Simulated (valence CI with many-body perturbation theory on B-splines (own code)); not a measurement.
**Valence orbitals of Cr**

Computed by configuration interaction combined with many-body perturbation theory (CI+MBPT): six valence electrons over a frozen Dirac-Fock core [Ar], a basis of 7 s, 7 p, 8 d, 6 f, 4 g, 1 h functions for each j, with the one-electron correlation potential Σ1 (screened to all orders), the two-electron term Σ2, the three-electron term Σ3, Breit, model QED; selected single and double excitations, second order for the rest, scaled by the run's own slope (own B-spline code, finite nucleus).

Set against measurement, 16 paired levels are off by 1394 cm⁻¹ on average, the worst by 2953. These come from a selection out of the NIST Handbook of Basic Atomic Spectroscopic Data. Levels without a partner in it may be off by more, other configurations by 1,000 to 4,000 cm⁻¹. Among the levels kept, up to 3600 cm⁻¹ of a level comes from second order outside the variational space, and about a tenth of that is noise between levels of different J, which matters for small intervals. Only levels of the ground parity were solved; by the run's estimate the other parity begins above the list, which can be wrong where configurations are misplaced. 3 measured levels below the end of the list, from 23305 cm⁻¹ on, found no clear computed partner.

These are the spectroscopic orbitals of the CI (the correlating ones are not listed), shaped by the core and the other valence electrons. h is the expectation value of the core's Dirac-Fock operator, without the valence repulsion; Σ1 is computed up to l = 3 at one energy for each symmetry, that of its lowest orbital but kept below the first core excitation, so for empty shells it is not the orbital's own correlation shift; Breit and QED include the response of the core.

```
Orbital  h (hartree)  Σ1 (cm⁻¹)  Breit (cm⁻¹)  QED (cm⁻¹)  ⟨r⟩ (bohr)
  4s1/2      -1.8325      -2452          11.6        10.4       3.398
  5s1/2     -0.66174       -210           1.0         0.9       10.12
  6s1/2     -0.36753      -78.7           0.4         0.4       19.29
  4p1/2      -1.2454       -655           4.6        -0.4       5.191
  5p1/2     -0.54674       -152           1.2        -0.1       13.01
  6p1/2     -0.31657      -63.0           0.5         0.0       23.42
  4p3/2       -1.239       -638           2.4        -0.2       5.218
  5p3/2     -0.54501       -149           0.6         0.0       13.05
  6p3/2     -0.31588      -61.8           0.3         0.0       23.46
  3d3/2      -2.9444     -12500         -33.9       -18.9       1.506
  4d3/2     -0.55606      -76.7          -0.2        -0.1       11.49
  5d3/2     -0.31956      -37.4          -0.1        -0.1       22.15
  3d5/2      -2.9372     -12386         -85.8       -17.0       1.513
  4d5/2     -0.55539      -76.9          -0.5        -0.1       11.51
  5d5/2     -0.31928      -37.5          -0.2         0.0       22.17
  4f5/2     -0.34482       -2.0           0.0         0.0       17.93
  5f5/2     -0.24519       -1.6           0.0         0.0       27.70
  4f7/2     -0.34482       -2.0           0.0         0.0       17.93
  5f7/2     -0.24519       -1.6           0.0         0.0       27.70
  5g7/2     -0.22914                      0.0         0.0       25.89
  5g9/2     -0.22914                      0.0         0.0       25.89
```

Among the shells of the start configuration 3d5 4s1, Σ1 is largest in size for 3d3/2, where it is 1.9 % of h.

Lowest root of each symmetry, sizes in configuration state functions:

```
J  Parity  Roots  Reference  Variational  Second order  Change by selected CI (cm⁻¹)  Change by second order (cm⁻¹)
0    even      3          9       108384       6736151                        -44161                           -793
1    even      4         15        72545      17342388                        -42675                          -2250
2    even      8         25        68732      26788713                        -31208                          -2920
3    even      8         23        67691      32550138                        -21712                          -1756
4    even      7         19        68698      31323304                        -39503                          -2775
5    even      4         10        68299      27319794                        -25288                          -2285
6    even      3          6        72445      23631469                        -25598                          -1974
```
